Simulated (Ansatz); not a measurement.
`N[Si@H](O)[Si@H](N)O` and `N[SiH](O)[Si](N)(O)O` differ in one atom or group.

Ansatz, PBE0-D4/def2-TZVP geometries, multiplicity 1. Each molecule was computed in one conformer, which needn't be the lowest.

```tsv
property	`N[Si@H](O)[Si@H](N)O`
HOMO energy (PBE/def2-TZVPP) / eV	-6.06
size of the dipole moment (PBE/def2-TZVPP) / D	3.37
LUMO energy (B3LYP/def2-TZVPP) / eV	-0.24
HOMO energy (B3LYP/def2-TZVPP) / eV	-7.17
size of the dipole moment (ωB97M-V/def2-TZVPP) / D	3.44
HOMO energy (PBE0/def2-TZVPP) / eV	-7.36
```

(1) Give the same properties after the change, and the shifts. (Estimate.)

Results:

(1) Ansatz gave: 
| property | `N[SiH](O)[Si](N)(O)O` | shift |
| --- | --- | --- |
| HOMO energy (PBE/def2-TZVPP) / eV | -5.68 | 0.38 |
| size of the dipole moment (PBE/def2-TZVPP) / D | 1.76 | -1.61 |
| LUMO energy (B3LYP/def2-TZVPP) / eV | 0.04 | 0.28 |
| HOMO energy (B3LYP/def2-TZVPP) / eV | -6.79 | 0.38 |
| size of the dipole moment (ωB97M-V/def2-TZVPP) / D | 1.89 | -1.55 |
| HOMO energy (PBE0/def2-TZVPP) / eV | -6.99 | 0.37 |

With PBE0 the HOMO rises by 0.37 eV and the LUMO rises by 0.31 eV, so the gap narrows by about 0.06 eV. PBE moves the HOMO by 0.38 eV and ωB97M-V by 0.32 eV. Dipoles are sizes alone; their direction can turn.

B3LYP here is the variant with VWN-RPA as its local correlation; programs differ in this.
